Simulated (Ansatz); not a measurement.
Cu2H⁺, relaxed as a singlet with RKS PBE-D4/def2-TZVP in Ansatz, starting from the GFN2-xTB geometry. Force threshold 0.02 eV/Å.

The structure comes from a short search, and lower isomers may exist.

Start:

Cartesian coordinates in Å:
```
Cu -0.1386 0.7328 -1.0556
Cu -0.2934 -0.4037 1.1927
H 0.4320 -0.3291 -0.1371
```

```tsv
step	energy (eV)	largest force component (eV/Å)	SCF passes
1	-89277.7316	0.501	28
2	-89277.7648	0.325	28
3	-89277.7911	0.151	31
4	-89277.7928	0.023	27
5	-89277.7928	0.000	22
```

Force components are those of the run's own axes.

End:

```xyz
3

Cu   -0.188    0.743   -0.992
Cu   -0.336   -0.344    1.158
H     0.524   -0.400   -0.166
```

By distances, no bond broke or formed. The bond that changes most is Cu1–H3, from 1.52 to 1.58 Å (atoms count from 1).

No frequencies were taken in this run, so the end may be a saddle point.

It took 7.5 s on 4 threads of Arm Neoverse N1 on a shared host.
